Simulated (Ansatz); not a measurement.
ClFHNbO2, SMILES `[O]=[Nb]([OH])([F])[Cl]`, relaxed with RKS PBE0-D4/def2-TZVP in the Gaussian-basis code of Ansatz from a PBE-D4/def2-SVP geometry. The force threshold is 0.005 eV/Å; the program also tests the step.

Charge 0, multiplicity 1. Nb: def2 effective core potential.

Start:

```xyz
6

O    -0.996   -0.648   -1.338
Nb   -0.131   -0.385    0.110
O     0.411    1.424    0.119
F    -1.286   -0.736    1.549
Cl    1.722   -1.775    0.111
H     0.281    2.120   -0.551
```

```tsv
step	energy (eV)	largest force (eV/Å)	largest move (Å)
1	-20899.6950	0.938	0.000
2	-20899.7268	0.227	0.035
3	-20899.7283	0.025	0.009
4	-20899.7284	0.016	0.003
5	-20899.7284	0.013	0.002
6	-20899.7284	0.006	0.006
7	-20899.7284	0.001	0.002
```

End:

```xyz
6

O    -0.988   -0.647   -1.327
Nb   -0.133   -0.382    0.100
O     0.406    1.413    0.114
F    -1.268   -0.730    1.536
Cl    1.702   -1.761    0.116
H     0.280    2.106   -0.538
```

It took 29 s on 4 threads of a server CPU on a shared host, with 0.45 GiB of host memory at the peak.
